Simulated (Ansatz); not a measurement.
Reaction (redistribution): `B[SiH2][SiH](N)F` + `F[CH2][AlH2]` → `B[CH2][AlH2]` + `N[SiH](F)[SiH2]F`

Computed with Ansatz on PBE0-D4/def2-TZVP structures; ΔE is electronic, products minus reactants. CBS: MP2 limit from def2 TZ/QZ plus the TZ coupled-cluster correction, frozen cores. DFT in def2-TZVPP. B3LYP here is the variant with VWN-RPA as its local correlation; programs differ in this. One conformer a species, not always the lowest.

`B[SiH2][SiH](N)F`:

```xyz
12

B     1.584   -0.624   -1.217
Si   -0.241   -1.245   -0.741
Si   -0.711    0.153    1.096
N    -0.628    1.769    0.580
F     0.355   -0.226    2.242
H     1.732    0.384   -1.844
H     2.562   -1.165   -0.795
H    -1.280   -0.966   -1.771
H    -0.344   -2.663   -0.300
H    -2.042   -0.037    1.726
H    -1.055    2.522    1.094
H     0.067    2.099   -0.069
```

`F[CH2][AlH2]`:

Z-matrix (Å, degrees):
```
C
Al 1 1.981
F 1 1.398 2 112.4
H 1 1.099 2 111.6 3 121.1
H 1 1.099 2 111.6 3 -121.1
H 2 1.589 1 117.1 3 -179.9
H 2 1.583 1 121.0 3 0.1
```

`B[CH2][AlH2]`:

```xyz
9

B    -0.609   -0.276    1.228
C    -0.667   -0.367   -0.278
Al    1.017    0.508   -0.858
H    -0.058   -1.126    1.873
H    -1.026    0.693    1.800
H    -1.420    0.248   -0.781
H    -0.562   -1.364   -0.717
H     2.310   -0.376   -1.090
H     1.015    2.060   -1.177
```

`N[SiH](F)[SiH2]F`:

Z-matrix (Å, degrees):
```
Si
F 1 1.609
Si 1 2.350 2 108.3
N 1 1.697 2 114.7 3 118.0
H 1 1.484 2 105.1 3 -123.3
F 3 1.612 1 106.9 2 94.0
H 3 1.487 1 111.4 2 -148.8
H 3 1.485 1 114.0 2 -24.9
H 4 1.007 1 122.9 2 77.3
H 4 1.007 1 121.7 2 -80.9
```

Question: Is it downhill or uphill in electronic energy at CCSD(T)/CBS, and by how much? (An estimate is asked.)

Answer: Ansatz gave: Downhill: ΔE = -70.6 kcal/mol.

Question: What do these levels give: r2SCAN-D4, ωB97M-V, PBE, PBE0, B3LYP, HF/def2-TZVPP, CCSD/def2-TZVPP, CCSD(T)/def2-TZVPP, HF/def2-QZVPP, MP2/def2-QZVPP, MP2/CBS(def2), CCSD/CBS(def2)? (Best estimate.)

Answer: Computed: r2SCAN-D4 -68.7, ωB97M-V -69.7, PBE -64.6, PBE0 -66.9, B3LYP -68.0, HF/def2-TZVPP -70.6, CCSD/def2-TZVPP -69.9, CCSD(T)/def2-TZVPP -69.7, HF/def2-QZVPP -71.1, MP2/def2-QZVPP -74.9, MP2/CBS(def2) -75.1, CCSD/CBS(def2) -70.8 kcal/mol.

Largest T1 diagnostic among the species: 0.014.

From PBE to PBE0 (25 % exact exchange), in def2-TZVPP and without D4, ΔE moves by −2.3 kcal/mol.
